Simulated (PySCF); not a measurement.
Ti⁺ (titanium, charge +1) across methods

[Ar] 3d3, high-spin 4F determinant (an excited configuration). Computed with PySCF 2.14 in aug-cc-pVQZ-DK, with the spin-free X2C one-electron Hamiltonian (Gaussian nucleus).

```
 method  E (hartree)  mean ε 3p α (eV)  mean ε 3p β (eV)  mean ε 3d α (eV)  Σ⟨r²⟩ (bohr²)   ⟨S²⟩
  M06-L     -853.426           -43.304           -40.642            -8.576          22.71  3.751
r2SCANh     -853.435           -44.563           -41.553            -9.647          22.78  3.751
    LDA     -851.370           -42.546           -40.373            -9.013          23.38  3.750
    PBE     -853.249           -42.511           -40.266            -8.961          23.44  3.750
   PBE0     -853.281           -45.589           -42.565           -10.361          22.93  3.751
 PBEsol     -852.274           -42.430           -40.191            -8.900          23.38  3.750
 r2SCAN     -853.441           -43.453           -40.691            -9.081          22.91  3.751
    UHF   -852.52049           -54.146           -48.425           -14.273          22.24  3.753
```
